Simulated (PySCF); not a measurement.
# How methods differ on the ionisation energy of Sm³⁰⁺

Sm³⁰⁺ [Ar] 3d10 4s2 4p2 (3P) → Sm³¹⁺ [Ar] 3d10 4s2 4p1 (2P), as a difference of total energies. All numbers are calculated (PySCF 2.14, the spin-free X2C one-electron Hamiltonian (Gaussian nucleus), in an even-tempered Gaussian basis (19 s from 2.3 bohr⁻², ratio 2.5; 14 p from 3 bohr⁻², ratio 2.5; 8 d from 5.4 bohr⁻², ratio 2.5; 5 f from 16 bohr⁻², ratio 2.7; 4 g from 25 bohr⁻², ratio 2.7)). Correlated levels: outer shells: [Ne] frozen; virtual orbitals above 40 to 60 times the deepest correlated orbital energy dropped. The calculations carry no spin-orbit coupling.

| method | ionisation energy (eV) |
| --- | --- |
| UHF | 1158.7 |
| LDA | 1160.7 |
| PBE | 1160.2 |
| PBE0 | 1160.2 |
| r2SCAN | 1160.4 |
| M06-2X | 1160.0 |
| r2SCANh | 1160.4 |
| MP2 (outer shells) | 1159.8 |
| SCS-MP2 (outer shells) | 1159.6 |

Spin-orbit coupling is strong in these open shells (close to jj coupling). The scalar numbers leave it out and a first-order estimate fails, so it can dominate the gap to the real levels.

Breit and QED terms and the two-electron picture change are absent.

For comparison: 1180 ± 4 eV (theoretical estimate listed by NIST; NIST Atomic Spectra Database, ionization energies).
